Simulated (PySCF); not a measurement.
Job for PySCF: R-BP86/6-31G* on C3H9N (a complex), monomers drawn apart or pushed together.

```python
from pyscf import gto, scf, dft, mp
from pyscf.data.elements import chemcore

mol = gto.M(
    atom='''
    C    -0.64296997    0.26062258    0.06777138
    C     0.54211024   -0.19981771    0.44388338
    H    -0.91349106    0.36676118   -0.97638270
    H    -1.39484833    0.55139523    0.79203356
    H     0.81222434   -0.30576896    1.48926575
    H     1.28679951   -0.48807694   -0.28979604
    C    -0.62918206    0.32270579    3.70532180
    N     0.72445590   -0.23260835    3.72075195
    H    -1.29396686   -0.37067940    3.18807543
    H    -0.62681894    1.25422785    3.13746687
    H    -1.05756947    0.52930415    4.69492882
    H     0.74934663   -1.10818774    4.22919998
    H     1.36766254    0.39813135    4.18365013
    ''',
    basis='6-31g*',
    cart=True,
    charge=0, spin=0, verbose=3, max_memory=1800)
mf = dft.RKS(mol, xc='b88,p86')
mf.conv_tol = 1e-8
mf.max_cycle = 100
mf.kernel()
if not mf.converged:
    mf = mf.newton().run(mf.mo_coeff, mf.mo_occ)
```

It printed:

```
converged SCF energy = -174.426973658449
```

The run converged.

Cost: around 7 core-seconds (rough).
